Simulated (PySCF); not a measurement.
These 3 structures share the formula C7H4FNO. Method used: PBE0-D3(BJ)/def2-SVP geometry optimisation, gas phase in PySCF. One conformer each; no zero-point energy, no entropy. No frequencies were run at this level. Point groups hold within 0.08 Å.

Question: Order them by energy at this level, lowest first, and give relative energies in kcal/mol.
A. `[O:1]=[C:2]=[N:3][c:4]1[cH:5][cH:6][c:7]([F:8])[cH:9][cH:10]1` with C2–N3–C4–C5 180°
B. `[O:1]=[C:2]=[N:3][c:4]1[cH:5][cH:6][cH:7][cH:8][c:9]1[F:10]` with C2–N3–C4–C5 -179°
C. `[O:1]=[C:2]=[N:3][c:4]1[cH:5][cH:6][cH:7][c:8]([F:9])[cH:10]1` with C2–N3–C4–C5 0°

Answer: C (0.0), B (0.1), A (0.4).

Neighbours under 2.5 kcal/mol apart (O=C=Nc1cccc(F)c1 and O=C=Nc1ccccc1F; O=C=Nc1ccccc1F and O=C=Nc1ccc(F)cc1) can change places with a better method, another conformer or zero-point energy.

| SMILES | E (Eh) | E rel (kcal/mol) | dipole (D) | point group | A, B, C (MHz) |
| --- | --- | --- | --- | --- | --- |
| O=C=Nc1cccc(F)c1 | -498.07174 | 0.0 | 1.82 | Cs | 3623, 714.9, 597.0 |
| O=C=Nc1ccccc1F | -498.07161 | 0.1 | 3.03 | Cs | 3198, 946.7, 730.5 |
| O=C=Nc1ccc(F)cc1 | -498.07116 | 0.4 | 1.11 | Cs | 5249, 634.9, 566.4 |

Q: How do the relative energies change in single points at PBE0/pcSseg-1 (no added dispersion term) on the same geometries?

A: 
| SMILES | PBE0-D3(BJ)/def2-SVP (kcal/mol) | PBE0/pcSseg-1 (kcal/mol) | shift |
| --- | --- | --- | --- |
| O=C=Nc1cccc(F)c1 | 0.0 | 0.0 | 0.0 |
| O=C=Nc1ccccc1F | 0.1 | 0.4 | +0.3 |
| O=C=Nc1ccc(F)cc1 | 0.4 | 0.4 | 0.0 |

Each column counts from its own lowest isomer. The order is unchanged; the largest shift is 0.3 kcal/mol.

Q: As an exercise, what shares would exp(−E/RT) give at 1000 K from these electronic energies alone (no entropy, no degeneracies)?

A: RT = 1.987 kcal/mol: O=C=Nc1cccc(F)c1 35.8 %, O=C=Nc1ccccc1F 34.4 %, O=C=Nc1ccc(F)cc1 29.8 %.
